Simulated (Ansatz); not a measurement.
Ligands exchanged one at a time, Al H-OH. Isolated molecules, 0 K electronic values unless said otherwise. One relaxed conformer stands for each flexible species; it need not be the lowest. Strings in code marks are SMILES.

Quantity: redistribution energy (mixed species minus the weighted end members), in kcal/mol.

Case: 2 of 3 H replaced by OH: `[OH][AlH][OH]` (H–O–Al–O torsion 0°, O–Al–O–H torsion 1°). The other species in the difference include `[AlH3]` (neutral, multiplicity 1). Geometry of `[OH][AlH][OH]` (neutral, multiplicity 1, Å):

```xyz
6

O      1.5893    -0.1052     0.1842
Al     0.0004     0.4972     0.2256
O     -1.3931    -0.4526     0.0219
H      1.8380    -1.0209     0.0442
H     -0.1924     2.0299     0.4649
H     -1.4180    -1.3998    -0.1256
```

Question: What is the computed redistribution energy (mixed species minus the weighted end members) (frozen-core MP2/cc-pVQZ // TPSSh-D3(BJ)/def2-TZVP (Ansatz, a first-principles code))?

Answer: -1.48 kcal/mol.
